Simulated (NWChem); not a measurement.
# C₃H₇FSi; SMILES C(/F)=C/C[SiH3]

```xyz
12

F      0.7985    -2.1518    -0.2107
C     -0.3403    -1.8081     0.3939
C     -0.9481    -0.6475     0.1558
C     -0.4395     0.4110    -0.7645
Si     0.3224     1.8769     0.1684
H     -0.7039    -2.5768     1.0810
H     -1.8736    -0.4655     0.7102
H     -1.2540     0.8051    -1.3960
H      0.3281     0.0014    -1.4401
H     -0.6818     2.4608     1.1114
H      0.7439     2.9401    -0.7966
H      1.5120     1.4294     0.9535
```
Atoms are numbered in this order, from 1.

All runs: NWChem. Pople sets run with spherical d functions. The geometry was optimised at PBE0/def2-SVP. Not confirmed as a minimum by frequencies. Absolute isotropic GIAO shieldings of the H sites, static isolated molecule, three-fold rotors averaged.

```
row               σ, Hartree-Fock/6-31G* (ppm)  σ, B3LYP/6-311G** (ppm)
----------------  ----------------------------  -----------------------
H6                                       25.91                    25.19
H7                                       27.78                    27.02
H10 (rotor mean)                         28.41                    27.75
H9                                       30.49                    29.45
H8                                       31.68                 withheld
```

Q: Fit a straight line of the last column on the one before it, predict the withheld value, and compare with the run.

A: 
1. Means of the 4 shown rows: x = 28.147, y = 27.353. Slope Σ(x − x̄)(y − ȳ)/Σ(x − x̄)² = 9.979/10.70 = 0.9328; intercept 1.097.
2. The shown rows scatter about the line by 0.096 (root mean square); the largest residual is +0.15, at H10 (rotor mean).
3. At x = 31.68 (H8; beyond the shown range) the line gives 30.65.
4. The run gives 30.56, -0.09 from the line, 0.9 times the scatter.
